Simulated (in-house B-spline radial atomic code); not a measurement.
## Ionising Tl²⁺ with different functionals

Computed with an all-electron radial atomic-structure program (B-spline basis): four-component Dirac-Coulomb Hamiltonian, Fermi nucleus of rms radius 5.4759 fm, spin-restricted, spherical fractional occupations for the functionals, and exact exchange of hybrids averaged over the configuration. The ionisation energy is the difference of two self-consistent energies, [Xe] 4f14 5d10 6s1 → [Xe] 4f14 5d10, without Breit or QED terms; ε is the level of the shell that loses the electron (mean over j).

```tsv
method	rung	ΔSCF (eV)	-ε(6s) (eV)
BHandHLYP	global hybrid	?	?
CAM-B3LYP	range-separated hybrid	?	?
LC-wPBE	range-separated hybrid	29.58	28.84
HSE06	range-separated hybrid	29.85	25.97
```

Task: What does BHandHLYP give?

Result: ΔSCF 29.70 eV, and -ε(6s) = 27.42 eV.

Task: What does CAM-B3LYP give?

Result: ΔSCF 30.09 eV, and -ε(6s) = 27.91 eV.

Task: Among the functionals, which spreads more, the ΔSCF values or the orbital energies?

Result: The orbital energies: ΔSCF values span about 0.50 eV and the orbital energies 2.87 eV; here energy differences depend much less on the functional than eigenvalues do.

Task: How do they compare with the NIST value?

Result: NIST lists 29.852 eV (measured, ground level to ground level). Errors run from -0.27 to +0.23 eV; HSE06 is closest (-0.00 eV), but part of that can be cancellation, since the calculations leave out Breit-QED terms, spin polarisation.
